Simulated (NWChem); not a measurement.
## Correlation energy of AgF

SMILES: [F][Ag]
```xyz
2

Ag     0.0000     0.0000    -0.3172
F      0.0000     0.0000     1.6566
```
Charge 0, spin multiplicity 1.

All runs are NWChem calculations. All single points use one geometry, from PBE0/def2-SVP with def2 effective core potentials on Ag, a minimum by its harmonic frequencies.

Basis set: def2-TZVP. Each correlation energy counts from its own Hartree-Fock reference.

Effective core potentials replace the inner electrons of Ag; spin-orbit coupling is left out. The correlated methods keep 5 core orbitals frozen. The structure started from a generated list of species. No row is a measurement; the coupled-cluster row has its own basis-set and correlation limits.

Q: For the correlation energy, MP2 gives -556.4 mHa and SCS-MP2 gives -514.0 mHa. What do CR-CCSD[T], CR-CCSD(T), CCSD give?

A: CR-CCSD[T]: -552.2 mHa; CR-CCSD(T): -550.6 mHa; CCSD: -539.9 mHa.
